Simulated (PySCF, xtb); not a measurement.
Be(tBu)(NH2) (C4H11BeN), SMILES C[C](C)(C)[Be][NH2]. The values are those of a single conformer.

Harmonic wavenumbers (cm⁻¹) from xtb with GFN2-xTB at its own minimum, in rising order: 37, 43, 66, 211, 226, 262, 268, 301, 323, 376, 382, 476, 542, 588, 880, 962, 967, 968, 1029, 1034, 1139, 1196, 1198, 1248, 1410, 1411, 1435, 1506, 1507, 1508, 1519, 1519, 1526, 1558, 2950, 2950, 2958, 3003, 3011, 3014, 3017, 3021, 3022, 3488, 3489.

Q: What does B3LYP-D3(BJ)/def2-SVP run with PySCF give at its own minimum? (The exact figures need the calculation; the answer reports its results.)

A: 11, 94, 96, 243, 284, 285, 322, 327, 350, 381, 412, 471, 564, 671, 825, 948, 950, 951, 1011, 1016, 1173, 1196, 1200, 1350, 1379, 1380, 1407, 1453, 1454, 1459, 1478, 1479, 1483, 1539, 2972, 2972, 2977, 3048, 3051, 3053, 3078, 3082, 3083, 3572, 3644. Paired by order, the mean absolute difference is 39 cm⁻¹ and the zero-point energies are 90.8 and 91.7 kcal/mol.
